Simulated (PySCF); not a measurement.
SMILES CC(C)(/C=C\[SiH3])C, singlet, GFN2-xTB optimised geometry.

```
21

C      1.37    -0.12     0.00
C     -0.16    -0.12     0.00
C     -0.68     1.32     0.00
C     -0.64    -0.83     1.27
C     -0.72    -0.85    -1.20
C     -0.39    -0.74    -2.48
Si     0.90     0.29    -3.38
H      1.74     0.30     0.93
H      1.77     0.47    -0.82
H      1.75    -1.14    -0.10
H     -1.77     1.33     0.03
H     -0.35     1.84    -0.89
H     -0.31     1.85     0.87
H     -1.73    -0.83     1.32
H     -0.29    -1.85     1.30
H     -0.27    -0.31     2.16
H     -1.53    -1.53    -0.94
H     -0.96    -1.37    -3.16
H      2.22    -0.32    -3.27
H      0.50     0.33    -4.79
H      0.97     1.68    -2.90
```

Density from CAM-B3LYP/def2-SVP in PySCF at that geometry.

Minimum of the electron density along straight lines between bonded atoms, close to the bond critical point (lines longer than 1.1 times the sum of covalent radii, or with two minima, are not listed):

```tsv
bond	length / Å	ρ at the minimum / e bohr⁻³	∇²ρ there / e bohr⁻⁵	position (fraction from the first atom)
C1–C2	1.531	0.245	-0.57	0.50
C2–C3	1.535	0.243	-0.56	0.50
C2–C4	1.534	0.245	-0.57	0.50
C2–C5	1.510	0.257	-0.62	0.49
C5–C6	1.329	0.341	-0.90	0.51
C6–Si7	1.881	0.114	0.34	0.62
C1–H8	1.088	0.276	-1.02	0.63
C1–H9	1.085	0.278	-1.03	0.62
C1–H10	1.088	0.277	-1.03	0.63
C3–H11	1.088	0.277	-1.02	0.63
C3–H12	1.086	0.279	-1.04	0.63
C3–H13	1.088	0.276	-1.02	0.63
C4–H14	1.088	0.277	-1.02	0.63
C4–H15	1.088	0.277	-1.02	0.63
C4–H16	1.088	0.277	-1.02	0.63
C5–H17	1.086	0.281	-1.06	0.63
C6–H18	1.086	0.276	-1.01	0.63
Si7–H19	1.467	0.116	0.33	0.49
Si7–H20	1.467	0.117	0.33	0.49
Si7–H21	1.467	0.116	0.33	0.49
```
